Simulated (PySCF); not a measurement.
Computed structure and properties of NdH2

System: NdH2 (singlet in the valence; each metal's 4f electrons, 4 of them, lie in its core potential, out of spins and levels); start: template (C2v). Method: PySCF 2.14.0, RKS PBE0, Nd lcecp-0-SVP with ECP50, H def2-SVP; non-relativistic Hamiltonian with scalar-relativistic core potentials where named; density fitting; no spin-orbit coupling.

Input of the relaxation:

```python
mol = gto.M(atom='''
Nd     0.00000     0.00000    -0.01386
H      2.21120    -0.00000     0.97574
H     -2.21120     0.00000     0.97574''',
    basis={'Nd': 'lcecp-0-SVP', 'H': 'def2-SVP'},
    ecp={'Nd': 'lcecp-0-SVP'},
    charge=0, spin=0)
mf = dft.RKS(mol, xc='PBE0')
mf.grids.atom_grid = (50, 194)  # f atoms: unpruned, at least (60, 302)
mf = mf.density_fit()  # fitting sets: Nd AutoAux, H def2-universal-JKFIT
mf.conv_tol = 1e-08; mf.max_cycle = 55
mf.kernel(dm0)  # dm0: converged density of the start geometry
# quasi-Newton relaxation in Cartesian coordinates to a largest gradient under 0.00045 Eh/bohr, steps kept in the point group
```

Run from Python with OMP_NUM_THREADS=2; the lines above give its settings. Where DIIS fails, smearing, a level shift and second-order steps follow.
It took 3.8 s on 2 threads of Arm Neoverse V1, on a shared host, from the converged density of the start.

Course of the relaxation:

| step | energy above end (eV) | largest force component within the symmetry (eV/Å) |
| --- | --- | --- |
| 0 | 0.2277 | 0.743 |
| 1 | 0.1392 | 0.586 |
| 2 | 0.0175 | 0.181 |
| 3 | 0.0020 | 0.074 |
| 4 | 0.0000 | 0.020 |
| 5 | 0.0000 | 0.002 |

Relaxed geometry (C2v):

```xyz
3

Nd    0.0000    0.0000   -0.1565
H     1.8423    0.0000    1.0471
H    -1.8423    0.0000    1.0471
```

| contact | Å |
| --- | --- |
| Nd1–H2 (H) | 2.201 |
| Nd1–H3 (H) | 2.201 |

On the finer grid (75, 302):

```
HOMO                                                          : not given (4f levels lie in the core)
LUMO                                                          : not given (4f levels lie in the core)
Dipole about the centre of mass                               : 6.77 D
Set of Mulliken populations of Nd1 outside the core potential : s 2.57, p 6.27, d 0.72, f 0.01
D3(BJ) dispersion energy (not in the energies)                : -0.020 eV
```

| atom | Mulliken (e) | Löwdin (e) | spin (e) |
| --- | --- | --- | --- |
| Nd1 | 0.43 | 0.48 | 0.00 |
| H2 | -0.21 | -0.24 | 0.00 |
| H3 | -0.21 | -0.24 | 0.00 |

The 4f levels lie in the core potential and are missing. Their spin isn't counted.

On the grid (50, 194), as all that follows. Harmonic modes: a minimum; lowest 408 cm⁻¹ (negative: unstable), highest 1219 cm⁻¹, zero-point energy 0.174 eV.

Taking off one H (charge -1, singlet; the rest: singlet) in vacuum, both parts rigid, costs 8.01 eV; the small basis without counterpoise inflates it. Most of it is the attraction of opposite charges; other ways to part are cheaper, and one spin state was tried for the rest.

Rigid scan of H along the line from its metal:

distance to H2 (Å), energy (eV) and a bar:
```
     1.90      0.321 #####
     2.00      0.129 ##
     2.10      0.029 
     2.20      0.000 
     2.30      0.024 
     2.40      0.087 #
     2.60      0.289 #####
     2.90      0.690 ###########
     3.30      1.257 ####################
     3.80      1.893 ##############################
```

One start shape was tried, so this needn't be the lowest isomer.

An lcecp potential fixes the number of 4f electrons, so in runs with it no electron can move into or out of that shell; real Nd(II) is rare or takes another configuration.
